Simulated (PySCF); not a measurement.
F₄Zr, charge +1, doublet (typed; the unrestricted solution is spin-contaminated), at a GFN2-xTB geometry (such geometries of metal compounds can be far from the true shape) (the multiplicity is a formal guess) (core potentials on Zr); PySCF with B3LYP/def2-SV(P).

The PySCF input:
```python
from pyscf import gto, scf, dft

mol = gto.M(
    atom='''
Zr    0.00000000   -0.00000000    0.00000000
F     1.19625354    0.87726079   -1.14149566
F     0.94458360   -1.17292463    1.11158940
F    -1.23870792   -0.96627039   -1.01761760
F    -0.90212922    1.26193423    1.04752386
''',
    basis='def2-sv(p)',
    ecp={'Zr': 'def2-sv(p)'},
    charge=1,
    spin=1,
    verbose=4,
    symmetry=True,
)

mf = dft.UKS(mol)
mf.xc = 'b3lyp'
mf.irrep_nelec = {'A': (5, 6), 'B1': (7, 6), 'B2': (6, 6), 'B3': (6, 5)}
mf.kernel()
mf.analyze()
```

The log (banner, timings and long lists left out):

```
PySCF version 2.14.0

[INPUT] verbose = 4
[INPUT] num. atoms = 5
[INPUT] num. electrons = 47
[INPUT] charge = 1
[INPUT] spin (= nelec alpha-beta = 2S) = 1
[INPUT] symmetry True subgroup None
[INPUT] Mole.unit = angstrom
[INPUT] Symbol           X                Y                Z      unit          X                Y                Z       unit  Magmom
[...]
nuclear repulsion = 206.269547488722
point group symmetry = Td, use subgroup D2
symmetry origin: [-4.67462326e-17  0.00000000e+00  4.67462326e-17]
symmetry axis x: [-0.13608272 -0.98974297  0.043478  ]
symmetry axis y: [ 0.99050274 -0.13679501 -0.01383675]
symmetry axis z: [0.0196424  0.04118214 0.99895856]
num. orbitals of irrep A = 23
num. orbitals of irrep B1 = 19
num. orbitals of irrep B2 = 19
num. orbitals of irrep B3 = 19
number of shells = 34
number of NR pGTOs = 146
number of NR cGTOs = 80
basis = def2-sv(p)
ecp = {'Zr': 'def2-sv(p)'}

******** <class 'pyscf.dft.uks_symm.SymAdaptedUKS'> ********
method = SymAdaptedUKS
initial guess = minao
damping factor = 0
level_shift factor = 0
DIIS = <class 'pyscf.scf.diis.CDIIS'>
diis_start_cycle = 1
diis_space = 8
diis_damp = 0
SCF conv_tol = 1e-09
SCF conv_tol_grad = None
SCF max_cycles = 50
direct_scf = True
direct_scf_tol = 1e-13
number electrons alpha = 24  beta = 23
irrep_nelec {'A': (5, 6), 'B1': (7, 6), 'B2': (6, 6), 'B3': (6, 5)}
XC library pyscf.dft.libxc version 7.1.2
    S. Lehtola, C. Steigemann, M. J. T. Oliveira, and M. A. L. Marques,  SoftwareX 7, 1–5 (2018)
XC functionals = b3lyp
    P. J. Stephens, F. J. Devlin, C. F. Chabalowski, and M. J. Frisch,  J. Phys. Chem. 98, 11623 (1994)
radial grids:
    Treutler-Ahlrichs [JCP 102, 346 (1995); DOI:10.1063/1.469408] (M4) radial grids

becke partition: Becke, JCP 88, 2547 (1988); DOI:10.1063/1.454033
pruning grids: <function nwchem_prune>
grids dens level: 3
symmetrized grids: True
atomic radii adjust function: <function treutler_atomic_radii_adjust>
small_rho_cutoff = 0
Freeze 47 electrons in irreps ['A', 'B1', 'B2', 'B3']
    0 free electrons in irreps
Set gradient conv threshold to 3.16228e-05
tot grids = 79440
init E= -440.150095674552

cycle= 1 E= -445.397971857071  delta_E= -5.25  |g|= 0.409  |ddm|= 3.15

cycle= 2 E= -445.432583888424  delta_E= -0.0346  |g|= 0.32  |ddm|= 1.14

cycle= 3 E= -445.485870978619  delta_E= -0.0533  |g|= 0.113  |ddm|= 0.546

cycle= 4 E= -445.490219526498  delta_E= -0.00435  |g|= 0.0202  |ddm|= 0.0762

cycle= 5 E= -445.490459758613  delta_E= -0.00024  |g|= 0.0034  |ddm|= 0.0294

cycle= 6 E= -445.490549985165  delta_E= -9.02e-05  |g|= 0.00284  |ddm|= 0.0232

cycle= 7 E= -445.49064504857  delta_E= -9.51e-05  |g|= 0.0028  |ddm|= 0.0251

cycle= 8 E= -445.49122378934  delta_E= -0.000579  |g|= 0.00293  |ddm|= 0.162

cycle= 9 E= -445.491171913787  delta_E= 5.19e-05  |g|= 0.0025  |ddm|= 0.0161

cycle= 10 E= -445.491280879107  delta_E= -0.000109  |g|= 0.0324  |ddm|= 0.507

cycle= 11 E= -445.491769357154  delta_E= -0.000488  |g|= 0.0204  |ddm|= 0.0874

cycle= 12 E= -445.491839393477  delta_E= -7e-05  |g|= 0.0181  |ddm|= 0.00645

cycle= 13 E= -445.492060588101  delta_E= -0.000221  |g|= 0.00609  |ddm|= 0.0473

cycle= 14 E= -445.492096554797  delta_E= -3.6e-05  |g|= 0.00449  |ddm|= 0.0193

cycle= 15 E= -445.492126203152  delta_E= -2.96e-05  |g|= 0.00151  |ddm|= 0.0153

cycle= 16 E= -445.492163015484  delta_E= -3.68e-05  |g|= 0.00109  |ddm|= 0.0329

cycle= 17 E= -445.492219528454  delta_E= -5.65e-05  |g|= 0.000783  |ddm|= 0.0722

cycle= 18 E= -445.492238664328  delta_E= -1.91e-05  |g|= 0.000464  |ddm|= 0.0423

cycle= 19 E= -445.492246118459  delta_E= -7.45e-06  |g|= 0.000158  |ddm|= 0.029

cycle= 20 E= -445.492248295625  delta_E= -2.18e-06  |g|= 9.28e-05  |ddm|= 0.0171

cycle= 21 E= -445.492248901053  delta_E= -6.05e-07  |g|= 3.13e-05  |ddm|= 0.0141

cycle= 22 E= -445.492248912417  delta_E= -1.14e-08  |g|= 2.43e-05  |ddm|= 0.00106

cycle= 23 E= -445.492248915005  delta_E= -2.59e-09  |g|= 4.85e-05  |ddm|= 0.00108

[...]
converged SCF energy = -445.492248924198  <S^2> = 1.7587117  2S+1 = 2.8345805
Total Energy =                        -445.492248924197838
[...]
beta  MO #13 (B3 #4), energy= -0.772281542731704 occ= 1
beta  MO #14 (B2 #4), energy= -0.770650638641439 occ= 1
beta  MO #15 (A #4), energy= -0.761389940745531 occ= 1
beta  MO #16 (B1 #4), energy= -0.751942750270199 occ= 1
beta  MO #17 (A #5), energy= -0.743586614913075 occ= 1
beta  MO #18 (B2 #5), energy= -0.715844815859588 occ= 1
beta  MO #19 (B3 #5), energy= -0.714718023744747 occ= 1
beta  MO #20 (B1 #5), energy= -0.712860439688327 occ= 1
beta  MO #21 (A #6), energy= -0.710597939631823 occ= 1
beta  MO #22 (B1 #6), energy= -0.699291735767809 occ= 1
beta  MO #23 (B2 #6), energy= -0.675767581099503 occ= 1
beta  MO #24 (B3 #6), energy= -0.64002698760422 occ= 0
beta  MO #25 (A #7), energy= -0.27139515216693 occ= 0
beta  MO #26 (A #8), energy= -0.259852062777761 occ= 0
beta  MO #27 (A #9), energy= -0.221302519181108 occ= 0
beta  MO #28 (B3 #7), energy= -0.218667185632083 occ= 0
beta  MO #29 (B2 #7), energy= -0.21852183077978 occ= 0
beta  MO #30 (B1 #7), energy= -0.199392241074522 occ= 0
beta  MO #31 (B3 #8), energy= -0.126964598499753 occ= 0
beta  MO #32 (B2 #8), energy= -0.126732109374594 occ= 0
beta  MO #33 (B1 #8), energy= -0.126702088488442 occ= 0
beta  MO #34 (A #10), energy= -0.0435247229149454 occ= 0
beta  MO #35 (A #11), energy= 0.0174849807177485 occ= 0
beta  MO #36 (A #12), energy= 0.0227590624623437 occ= 0
beta  MO #37 (B2 #9), energy= 0.031690050481858 occ= 0
beta  MO #38 (B3 #9), energy= 0.0320689675274339 occ= 0
beta  MO #39 (B1 #9), energy= 0.0367517467144713 occ= 0
beta  MO #40 (B1 #10), energy= 0.169026804499508 occ= 0
beta  MO #41 (B3 #10), energy= 0.180947558194128 occ= 0
beta  MO #42 (B2 #10), energy= 0.181040795995588 occ= 0
beta  MO #43 (A #13), energy= 0.842271341968786 occ= 0
beta  MO #44 (B1 #11), energy= 0.860642179777517 occ= 0
beta  MO #45 (B3 #11), energy= 0.864235540870258 occ= 0
beta  MO #46 (B2 #11), energy= 0.865467303021944 occ= 0
beta  MO #47 (A #14), energy= 0.985244909928621 occ= 0
beta  MO #48 (B3 #12), energy= 0.995643398577439 occ= 0
beta  MO #49 (B2 #12), energy= 0.997114733401225 occ= 0
beta  MO #50 (B1 #12), energy= 1.00929040398136 occ= 0
beta  MO #51 (B1 #13), energy= 1.03651656458349 occ= 0
beta  MO #52 (B2 #13), energy= 1.0397018769785 occ= 0
beta  MO #53 (B3 #13), energy= 1.04176649345646 occ= 0
beta  MO #54 (A #15), energy= 1.15643018285369 occ= 0
beta  MO #55 (A #16), energy= 1.16106765737641 occ= 0
beta  MO #56 (B1 #14), energy= 1.41524227147264 occ= 0
beta  MO #57 (B2 #14), energy= 1.41852721766316 occ= 0
beta  MO #58 (B3 #14), energy= 1.41899297927217 occ= 0
beta  MO #59 (A #17), energy= 1.50180587114856 occ= 0
beta  MO #60 (B1 #15), energy= 2.71686230331793 occ= 0
beta  MO #61 (B2 #15), energy= 2.71744990030819 occ= 0
beta  MO #62 (B3 #15), energy= 2.71778686323931 occ= 0
beta  MO #63 (A #18), energy= 2.75369067697843 occ= 0
beta  MO #64 (B2 #16), energy= 2.76050869814336 occ= 0
beta  MO #65 (B3 #16), energy= 2.76125066837786 occ= 0
beta  MO #66 (B1 #16), energy= 2.76335719982177 occ= 0
beta  MO #67 (A #19), energy= 2.76789829423478 occ= 0
beta  MO #68 (B1 #17), energy= 2.77183807847512 occ= 0
beta  MO #69 (B3 #17), energy= 2.77360711931766 occ= 0
beta  MO #70 (B2 #17), energy= 2.77457689092394 occ= 0
beta  MO #71 (A #20), energy= 2.78203994161447 occ= 0
beta  MO #72 (B3 #18), energy= 2.7823767083061 occ= 0
beta  MO #73 (B2 #18), energy= 2.78322864870007 occ= 0
beta  MO #74 (B1 #18), energy= 2.78915156939255 occ= 0
beta  MO #75 (A #21), energy= 2.79529736892542 occ= 0
beta  MO #76 (B1 #19), energy= 2.83477650402584 occ= 0
beta  MO #77 (B2 #19), energy= 2.84013949142656 occ= 0
beta  MO #78 (B3 #19), energy= 2.84100915015355 occ= 0
beta  MO #79 (A #22), energy= 2.92032259668749 occ= 0
beta  MO #80 (A #23), energy= 32.5652003360549 occ= 0
In total            24.00000 | 23.00000

WARN: System has nonzero charge 1; the dipole moment is origin-dependent.
Location of origin: [0. 0. 0.]

Dipole moment(X, Y, Z, Debye):  0.00000,  0.00000,  0.00000
```
